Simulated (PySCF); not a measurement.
C6H10N2Si.
Atom-mapped SMILES: `[SiH3:1][c:2]1[cH:3][cH:4][n:5][n:6]1[CH:7]1[CH2:8][CH2:9]1` (hydrogens: H10, H11, H12 on Si1; H13 on C3; H14 on C4; H15 on C7; H16, H17 on C8; H18, H19 on C9)

The same species was optimised twice, with GFN2-xTB and with PBE0-D3(BJ)/def2-SVP (PySCF), and the same property calculations (PySCF, gas phase) were run on both structures.

```
     coordinate  GFN2-xTB  PBE0-D3(BJ)/def2-SVP  change
      N6–C7 (Å)     1.419                 1.433  +0.014
      C3–C4 (Å)     1.394                 1.406  +0.012
      C2–N6 (Å)     1.357                 1.365  +0.008
      C7–C9 (Å)     1.500                 1.492  -0.008
      C4–N5 (Å)     1.322                 1.328  +0.006
      C2–C3 (Å)     1.388                 1.393  +0.005
      C7–C8 (Å)     1.503                 1.499  -0.004
      C8–C9 (Å)     1.498                 1.501  +0.003
     Si1–C2 (Å)     1.868                 1.866  -0.002
      N5–N6 (Å)     1.326                 1.325  -0.001
   N6–C7–C9 (°)     118.7                 119.5    +0.8
   N6–C7–C8 (°)     118.8                 119.5    +0.7
   C2–N6–N5 (°)     112.6                 113.3    +0.7
   C2–N6–C7 (°)     127.1                 126.4    -0.7
   C4–N5–N6 (°)     106.1                 105.6    -0.5
   C2–C3–C4 (°)     105.5                 105.0    -0.5
   C3–C4–N5 (°)     110.6                 111.1    +0.5
   C8–C7–C9 (°)      59.9                  60.2    +0.3
N5–N6–C7–C8 (°)       -43                   -48      -5
```

Rotational constants: A = 2004, B = 1214, C = 811.1 MHz (GFN2-xTB) against A = 1975, B = 1213, C = 806.4 MHz (PBE0-D3(BJ)/def2-SVP).

On the GFN2-xTB structure: HOMO (eV) -6.88 [PBE0/pcSseg-1]; LUMO (eV) -0.09 [PBE0/pcSseg-1]; dipole (D) 1.57 [PBE0/pcSseg-1]; GIAO shielding of Si1 (ppm) 438.6 [PBE0/pcSseg-1]; GIAO shielding of C2 (ppm) 54.2 [PBE0/pcSseg-1]; GIAO shielding of C3 (ppm) 65.1 [PBE0/pcSseg-1]; GIAO shielding of C4 (ppm) 44.9 [PBE0/pcSseg-1]; GIAO shielding of N5 (ppm) -76.6 [PBE0/pcSseg-1]; GIAO shielding of N6 (ppm) 17.2 [PBE0/pcSseg-1]; GIAO shielding of C7 (ppm) 151.8 [PBE0/pcSseg-1]; GIAO shielding of C8/C9 (mean) (ppm) 176.2 [PBE0/pcSseg-1].

What do these properties become on the PBE0-D3(BJ)/def2-SVP structure?

| property | level | on GFN2-xTB | on PBE0-D3(BJ)/def2-SVP | change |
| --- | --- | --- | --- | --- |
| HOMO (eV) | PBE0/pcSseg-1 | -6.88 | -6.93 | -0.05 |
| LUMO (eV) | PBE0/pcSseg-1 | -0.09 | -0.19 | -0.10 |
| dipole (D) | PBE0/pcSseg-1 | 1.57 | 1.45 | -0.12 |
| energy, GFN2-xTB geometry as zero (kcal/mol) | PBE0/pcSseg-1 | 0.0 | -0.9 | -0.9 |
| GIAO shielding of Si1 (ppm) | PBE0/pcSseg-1 | 438.6 | 436.1 | -2.5 |
| GIAO shielding of C2 (ppm) | PBE0/pcSseg-1 | 54.2 | 52.4 | -1.8 |
| GIAO shielding of C3 (ppm) | PBE0/pcSseg-1 | 65.1 | 61.7 | -3.4 |
| GIAO shielding of C4 (ppm) | PBE0/pcSseg-1 | 44.9 | 42.7 | -2.2 |
| GIAO shielding of N5 (ppm) | PBE0/pcSseg-1 | -76.6 | -77.1 | -0.5 |
| GIAO shielding of N6 (ppm) | PBE0/pcSseg-1 | 17.2 | 15.2 | -2.0 |
| GIAO shielding of C7 (ppm) | PBE0/pcSseg-1 | 151.8 | 149.1 | -2.7 |
| GIAO shielding of C8/C9 (mean) (ppm) | PBE0/pcSseg-1 | 176.2 | 175.4 | -0.8 |

The heavy atoms differ by 0.047 Å rms after alignment. Among bonds between heavy atoms N6–C7 changes most (+0.014 Å). Changes are differences of the printed values. Neither structure is proved a minimum here.

The values belong to the conformer `[SiH3:1][c:2]1[cH:3][cH:4][n:5][n:6]1[CH:7]1[CH2:8][CH2:9]1`: N5–N6–C7–C8 -48°.
